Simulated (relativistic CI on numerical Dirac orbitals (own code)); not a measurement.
## Radial parameters of Nb²⁶⁺

Calculated at this level of theory: Dirac-Coulomb-Breit CI, orbitals from a KLI potential per configuration, a model potential for QED, unscaled Slater integrals (own radial code, finite nucleus).

Slater integrals F^k, G^k are unscaled and averaged over j, outside the closed core [Ne]; ζ comes from projecting the Hamiltonian with its Breit term on Σ l·s of the shell.

- 3s2.3p3: F^2(3p,3p) = 262640, ζ(3p) = 117140 cm⁻¹; <r>(3p) = 0.3784, <r^2>(3p) = 0.165 (bohr units).
- 3s.3p4: F^2(3p,3p) = 262410, G^1(3s,3p) = 332480, ζ(3p) = 117060 cm⁻¹; <r>(3s) = 0.3891, <r^2>(3s) = 0.1721, <r>(3p) = 0.3787, <r^2>(3p) = 0.1653 (bohr units).
- 3s2.3p2.3d: F^2(3p,3p) = 262290, ζ(3p) = 116940, F^2(3p,3d) = 263210, G^1(3p,3d) = 281540, G^3(3p,3d) = 188250, ζ(3d) = 14076 cm⁻¹; <r>(3p) = 0.3789, <r^2>(3p) = 0.1654, <r>(3d) = 0.338, <r^2>(3d) = 0.1322 (bohr units).

Averages of the first 10 configurations, taken without configuration mixing, which lowers the lowest level and can move excited configurations by several eV; other configurations of the list can lie among them:

```
Configuration  Parity  States  Average energy above the lowest level (eV)
      3s2.3p3     odd      20                                        28.6
       3s.3p4    even      30                                       122.4
   3s2.3p2.3d    even     150                                       148.2
          3p5     odd       6                                       227.6
    3s.3p3.3d     odd     400                                       237.2
       3p4.3d    even     150                                       337.5
   3s.3p2.3d2    even    1350                                       356.2
 3s2.3p.3d.4p    even     360                                       795.4
       3p4.4s    even      30                                       830.6
   3s2.3p2.4s    even      30                                       639.7
```
